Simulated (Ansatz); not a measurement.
Te₂Se₃, relaxed as a triplet with UKS PBE-D4/def2-SVP in Ansatz, starting from the PBE-D4/def2-SVP geometry of the neutral singlet. Force threshold 0.02 eV/Å.

In the def2 sets Te takes a core potential; there is no spin–orbit coupling. At PBE-D4/def2-SVP a singlet of charge 0 lies 0.81 eV below the triplet, each at its own geometry. The structure comes from a short search, and lower isomers may exist.

Start:

```xyz
5

Se    0.012   -2.004   -0.543
Se   -0.606   -1.015    1.707
Se   -0.660    1.740   -0.946
Te    1.063   -0.060   -1.700
Te    0.191    1.339    1.481
```

(1) Estimate the energy that the relaxation releases and the steps that it takes.

(2) Does the start keep its bonding and symmetry?

(3) Predict the relaxed structure.

## Answers

(1) 61.8 kJ/mol, in 17 steps; 79 s on 4 threads of Intel Xeon on a shared host. The force fell under the threshold at step 7, but the optimiser went on and released 0.361 eV more. No frequencies were taken in this run, so the end may be a saddle point.

(2) Bonds lost: Se1–Se2 (atoms count from 1).

(3) 
```xyz
5

Se   -0.233   -2.182   -1.118
Se   -0.136   -0.860    2.129
Se   -0.388    1.772   -1.001
Te    1.120   -0.226   -1.647
Te   -0.363    1.495    1.638
```
Bond lengths: 4 × Se–Te 2.42 to 2.65 Å.
